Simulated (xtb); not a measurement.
xtb input (GFN2-xTB):

```bash
xtb mol.xyz --gfn 2 --ohess tight --chrg 1 --uhf 0
```
mol.xyz:
```
17

Si    -0.04172454     0.02657904     0.00607923
C      1.72054253     0.24197006    -0.66720353
C     -0.94862532    -1.00377015    -1.22493001
C     -0.86285038     1.59981795     0.27586816
N      0.06639907    -0.88437044     1.55112746
H      1.67363989     0.79497243    -1.64320435
H      2.18255675    -0.72739098    -0.80456383
H      2.28633557     0.88982769     0.06392193
H     -1.07931435    -0.46506949    -2.15198815
H     -1.97732015    -1.17700757    -0.75818542
H     -0.46476621    -1.98770019    -1.37963782
H     -1.84079590     1.49080464     0.66383868
H     -0.94756309     2.14009384    -0.72505114
H     -0.28138535     2.21357531     1.00092774
H      0.65400489    -0.31017198     2.20819662
H      0.63791135    -1.78642809     1.38042914
H     -0.78047316    -1.04347914     1.94179086
```

End of the output:

```
optimized geometry written to: xtbopt.xyz

           -------------------------------------------------
          | TOTAL ENERGY              -16.779769315853 Eh   |
          | TOTAL ENTHALPY            -16.621320976598 Eh   |
          | TOTAL FREE ENERGY         -16.665976154203 Eh   |
          | GRADIENT NORM               0.000427988907 Eh/α |
          | HOMO-LUMO GAP               5.890915586013 eV   |
           -------------------------------------------------

------------------------------------------------------------------------
------------------------------------------------------------------------
 total:
 SCF:
 ANC optimizer:
 analytical hessian:
```

It need not be the lowest isomer of its formula.
